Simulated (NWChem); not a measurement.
# BHSeF₂; SMILES [SeH]B(F)F

```xyz
5

B      0.0101    -0.9629     0.0000
F      1.1538    -1.6162     0.0000
F     -1.1089    -1.6584     0.0000
Se     0.0289     0.9768     0.0000
H     -1.4370     1.0746     0.0000
```
Atoms are numbered in this order, from 1.

Computed with NWChem. The geometry was optimised at PBE0/def2-SVP. Total energies of different functionals are on different scales.

```tsv
level	energy (Ha)	highest occupied level (eV)	orbital gap (eV)	dipole (D)
B3LYP/def2-SVP	-2626.4051	-7.44	7.35	1.08
PBE/def2-SVP	-2625.7792	-6.49	5.74	1.03
KT2/def2-SVP	-2638.7464	-6.58	5.76	1.08
BP86/def2-SVP	-2626.6341	-6.60	5.77	1.01
N12/def2-SVP	-2627.6780	-6.34	5.74	1.18
TPSS/def2-SVP	-2626.3201	-6.63	5.99	0.99
MPW1K/def2-SVP	-2626.4557	-8.66	9.44	1.15
```
